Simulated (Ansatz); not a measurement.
Mulliken charges of `O[Si](F)(F)Br` from PBE/def2-TZVPP in Ansatz (PBE0-D4/def2-TZVP geometry).

| atom | x (Å) | y (Å) | z (Å) | charge (e) |
| --- | --- | --- | --- | --- |
| O1 | -0.901 | 0.401 | 0.829 | -0.308 |
| Si2 | 0.237 | -0.050 | -0.215 | 0.733 |
| F3 | 1.296 | -1.004 | 0.463 | -0.243 |
| F4 | -0.374 | -0.873 | -1.414 | -0.243 |
| Br5 | 1.225 | 1.728 | -0.968 | -0.142 |
| H6 | -1.441 | -0.267 | 1.258 | 0.203 |

**Question.** By hand: the dipole of these point charges (1 e Å = 4.8032 D).

**Answer.** Σ q r = (-0.239, -0.004, 0.211) e Å, of length 0.319 e Å = 1.53 D.

**Question.** How does the dipole of the full density compare? (An estimate is asked.)

**Answer.** Ansatz gave: (-0.244, -0.081, 0.210) e Å, 1.59 D; the point charges give 0.96 times that, at 13° from its direction.

Point charges leave out the atoms' own dipoles, such as those of lone pairs, and Mulliken's split depends on the basis, so the close match here is no proof of good charges.
